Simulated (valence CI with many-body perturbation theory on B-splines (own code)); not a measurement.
# E1 transitions of Lu²¹⁺

Method: relativistic CI+MBPT: four valence electrons over a frozen Dirac-Fock core [Kr] 4d10, a basis of 7 s, 7 p, 7 d, 7 f, 4 g, 2 h functions for each j, with the one-electron correlation potential Σ1, the two-electron term Σ2, the three-electron term Σ3, Breit, model QED; selected CI, second order for the rest, scaled by the run's own slope (own B-spline code, finite nucleus).

No measured levels were compared; by estimate terms of the open shell hold to a few per cent of their energy, and close levels can change places.

Lines 151 to 200 of 320 in falling wavelength, among levels below 828330 cm⁻¹, chosen from the strongest by gf and those to the six lowest levels. Wavelengths and rates use the calculated energies, so an error of 2000 cm⁻¹ moves a line at 35.37 nm by 0.71 % and its rate by three times that or more. Electric multipoles are in the length gauge, E1 and E2 with the static RPA response of the core. Weak lines are less certain than strong ones. Lines between different terms over intervals too small for the method are left out, as are lines whose strength nearly cancels. Where a level lies close to another of its J and parity, the split of strength between their lines is uncertain. The highest levels of a list are the least certain.

Names give the largest LS component (configuration and term), which can be under half, so a name can repeat, a term be missing and a line seem to break the LS rules; names also repeat where a configuration has a term twice. Letters in brackets count levels of one name in rising energy.

| λ vac (nm) | Upper | Lower | A (s⁻¹) | log gf | Branch % |
| --- | --- | --- | --- | --- | --- |
| 35.37 | 4f3 5p 5G_2 | 4f3 5s 5G°_3 | 6.27e+06 | -3.23 | 0.1 |
| 35.34 | 4f3 5p 3I_5 | 4f3 5s 5G°_4 | 3.59e+07 | -2.13 | 0.3 |
| 35.29 | 4f3 5p 5K_5 | 4f3 5s 5I°_6 | 2.77e+07 | -2.24 | 0.3 |
| 35.25 | 4f3 5p 3I_5 | 4f3 5s 5F°_5 | 3.85e+07 | -2.10 | 0.3 |
| 35.13 | 4f3 5p 3D_1 | 4f3 5s 3F°_2 [a] | 1.63e+09 | -1.04 | 14.6 |
| 35.02 | 4f3 5p 3H_4 | 4f3 5s 3I°_5 [a] | 1.49e+09 | -0.61 | 13.0 |
| 35.02 | 4f3 5p 5G_2 | 4f3 5s 5G°_2 | 2.56e+07 | -2.63 | 0.2 |
| 34.63 | 4f3 5p 5G_2 | 4f3 5s 5S°_2 | 7.57e+07 | -2.17 | 0.7 |
| 34.52 | 4f3 5p 5K_6 | 4f3 5s 5I°_7 | 1.58e+08 | -1.43 | 1.4 |
| 34.50 | 4f3 5p 3D_1 | 4f3 5s 5G°_2 | 4.03e+08 | -1.67 | 3.6 |
| 34.37 | 4f3 5p 5G_2 | 4f3 5s 5F°_3 | 4.45e+07 | -2.40 | 0.4 |
| 34.23 | 4f3 5p 3I_5 | 4f3 5s 5F°_4 | 5.13e+08 | -1.00 | 4.6 |
| 34.23 | 4f3 5p 5H_6 | 4f3 5s 3G°_5 [a] | 1.66e+06 | -3.42 | 0.0 |
| 34.16 | 4f3 5p 5K_7 | 4f3 5s 3I°_6 [a] | 4.55e+09 | 0.08 | 40.4 |
| 34.13 | 4f3 5p 3D_1 | 4f3 5s 5S°_2 | 3.31e+08 | -1.76 | 3.0 |
| 34.02 | 4f3 5p 5K_6 | 4f3 5s 3I°_5 [a] | 4.14e+09 | -0.03 | 37.1 |
| 34.01 | 4f3 5p 5K_7 | 4f3 5s 5I°_8 | 2.80e+08 | -1.14 | 2.5 |
| 34.00 | 4f3 5p 5K_5 | 4f3 5s 5I°_5 | 3.29e+09 | -0.20 | 30.1 |
| 33.95 | 4f3 5p 5H_6 | 4f3 5s 3I°_6 [a] | 2.94e+09 | -0.18 | 25.5 |
| 33.61 | 4f3 5p 5I_5 | 4f3 5s 3I°_5 [a] | 2.60e+09 | -0.32 | 22.9 |
| 33.57 | 4f3 5p 5G_2 | 4f3 5s 5F°_2 | 4.34e+09 | -0.44 | 39.2 |
| 33.49 | 4f3 5p 3I_5 | 4f3 5s 3G°_5 [a] | 3.96e+09 | -0.14 | 35.5 |
| 33.44 | 4f3 5p 3I_5 | 4f3 5s 3H°_4 [a] | 5.66e+09 | 0.02 | 50.7 |
| 33.31 | 4f3 5p 5K_6 | 4f3 5s 5I°_6 | 4.21e+09 | -0.04 | 37.8 |
| 33.31 | 4f3 5p 5K_5 | 4f3 5s 5I°_4 | 6.84e+09 | 0.10 | 62.7 |
| 33.22 | 4f3 5p 3I_5 | 4f3 5s 3I°_6 [a] | 3.41e+06 | -3.21 | 0.0 |
| 33.20 | 4f3 5p 5G_2 | 4f3 5s 5F°_1 | 5.79e+09 | -0.32 | 52.2 |
| 33.10 | 4f3 5p 3D_1 | 4f3 5s 5F°_2 | 6.81e+09 | -0.47 | 61.0 |
| 33.05 | 4f3 5p 3H_4 | 4f3 5s 5I°_5 | 6.16e+09 | -0.04 | 53.7 |
| 32.92 | 4f3 5p 5I_5 | 4f3 5s 5I°_6 | 6.69e+09 | 0.08 | 58.9 |
| 32.89 | 4f3 5p 5K_7 | 4f3 5s 5I°_7 | 4.81e+09 | 0.07 | 42.7 |
| 32.74 | 4f3 5p 3D_1 | 4f3 5s 5F°_1 | 1.83e+09 | -1.05 | 16.4 |
| 32.69 | 4f3 5p 5H_6 | 4f3 5s 5I°_7 | 7.54e+09 | 0.20 | 65.4 |
| 32.39 | 4f3 5p 3H_4 | 4f3 5s 5I°_4 | 3.71e+09 | -0.28 | 32.3 |
| 32.24 | 4f3 5p 5H_6 | 4f3 5s 3I°_5 [a] | 1.49e+08 | -1.52 | 1.3 |
| 32.16 | 4f3 5p 5K_6 | 4f3 5s 5I°_5 | 2.30e+09 | -0.33 | 20.6 |
| 31.79 | 4f3 5p 5I_5 | 4f3 5s 5I°_5 | 8.63e+08 | -0.84 | 7.6 |
| 31.79 | 4f3 5p 5K_7 | 4f3 5s 5I°_6 | 1.49e+09 | -0.47 | 13.2 |
| 31.60 | 4f3 5p 5H_6 | 4f3 5s 5I°_6 | 2.77e+08 | -1.27 | 2.4 |
| 31.58 | 4f3 5p 3I_5 | 4f3 5s 3I°_5 [a] | 9.22e+04 | -4.82 | 0.0 |
| 31.18 | 4f3 5p 5I_5 | 4f3 5s 5I°_4 | 4.21e+07 | -2.17 | 0.4 |
| 30.96 | 4f3 5p 3I_5 | 4f3 5s 5I°_6 | 4.05e+08 | -1.19 | 3.6 |
| 30.56 | 4f3 5p 5H_6 | 4f3 5s 5I°_5 | 9.45e+07 | -1.76 | 0.8 |
| 29.97 | 4f3 5p 3I_5 | 4f3 5s 5I°_5 | 2.35e+07 | -2.46 | 0.2 |
| 29.43 | 4f3 5p 3I_5 | 4f3 5s 5I°_4 | 1.36e+08 | -1.71 | 1.2 |
| 23.58 | 4f3 5s 3I°_7 [a] | 4f4 3K_8 [b] | 1.74e+05 | -4.66 | 65.9 |
| 22.12 | 4f3 5s 3L°_7 [b] | 4f4 1L_8 [b] | 2.14e+05 | -4.63 | 27.8 |
| 21.73 | 4f3 5s 1L°_8 | 4f4 1L_8 [b] | 3.17e+05 | -4.42 | 35.8 |
| 21.37 | 4f3 5s 3G°_4 [b] | 4f4 3H_5 [a] | 3.74e+05 | -4.64 | 29.4 |
| 21.21 | 4f3 5s 3L°_9 | 4f4 3K_8 [b] | 2.02e+05 | -4.59 | 30.0 |
